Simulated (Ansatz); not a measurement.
A nudged elastic band was laid between two geometries of CH6IOPSi (11 atoms, charge 0, multiplicity 1).

All numbers below come from RKS PBE0/def2-SVP in Ansatz 0.2.0.

- movable images: 7
- climbing image: yes
- spring: 5.0 eV/Å²
- optimiser: quadratic models (default)
- start path: through a guess of the saddle point
- force threshold: 0.05 eV/Å
- iteration limit: 40
- end points: relaxed

Initial state:

```xyz
11
Properties=species:S:1:pos:R:3
C -0.975 1.241 -0.228
Si 0.410 0.011 0.007
O 0.737 -0.848 -1.378
P -0.039 -1.423 1.681
I 2.437 1.282 0.653
H -0.725 1.971 -1.013
H -1.167 1.790 0.706
H -1.896 0.713 -0.524
H 1.147 -0.369 -2.106
H 1.080 -2.248 1.358
H -0.942 -2.177 0.864
```

Final state:

```xyz
11
Properties=species:S:1:pos:R:3
C -1.023 1.161 -0.290
Si 0.336 -0.112 -0.168
O 0.795 -0.721 -1.644
P -0.357 -1.908 0.998
I 2.303 1.032 0.834
H -0.701 2.025 -0.891
H -1.310 1.526 0.708
H -1.907 0.710 -0.770
H 1.353 -0.163 -2.195
H 0.962 -2.413 1.204
H -0.386 -1.192 2.234
```

Which bonds break or form, and what moves?

No bond is made or broken. The height of P4 over the plane of its neighbours goes from -0.88 to 0.86 Å.

Give the energies along the band, and the barrier.

The run converged. The highest image is number 3 of 0 to 8, 1.00 eV above the first end and 1.00 eV above the last; the last end lies 0.00 eV below the first. A vibrational analysis at the climbing image gives one clearly imaginary mode, 666i cm⁻¹: a first-order saddle point.

| image | path coordinate (Å) | energy (eV) | height of P4 over the plane of its neighbours (Å) |
| --- | --- | --- | --- |
| 0 | 0.00 | 0.00 | -0.88 |
| 1 | 0.77 | 0.02 | -0.88 |
| 2 | 1.54 | 0.12 | -0.77 |
| 3 | 2.31 | 1.00 | -0.04 |
| 4 | 2.65 | 0.65 | 0.34 |
| 5 | 2.99 | 0.20 | 0.66 |
| 6 | 3.33 | 0.05 | 0.79 |
| 7 | 3.67 | 0.00 | 0.85 |
| 8 | 4.01 | 0.00 | 0.86 |

What is the geometry of the highest image?


```xyz
11
Properties=species:S:1:pos:R:3:forces:R:3
C -1.045 1.126 -0.250 0.01 0.01 0.01
Si 0.460 0.032 -0.196 -0.01 0.00 0.01
O 0.898 -0.615 -1.660 0.01 -0.01 -0.01
P 0.034 -1.569 1.202 0.00 0.00 0.00
I 2.409 1.452 0.446 0.00 0.00 -0.01
H -0.844 1.998 -0.890 0.00 0.00 0.00
H -1.303 1.491 0.756 0.00 0.00 0.00
H -1.900 0.569 -0.663 0.00 0.00 0.00
H 1.691 -0.238 -2.057 0.01 0.01 0.00
H 0.789 -2.738 1.342 0.00 0.00 0.00
H -1.123 -1.566 1.990 0.00 0.00 0.00
```

What are the harmonic wavenumbers there?

666i, 73, 131, 135, 178, 194, 204, 218, 284, 336, 503, 519, 711, 774, 795, 844, 930, 1021, 1259, 1418, 1420, 2571, 2614, 3062, 3175, 3178, 3907 cm⁻¹.

Run time: 7.6 min on 2 threads of Intel(R) Xeon(R) Platinum 8488C (Sapphire Rapids) (shared host), peak memory 0.34 GiB.
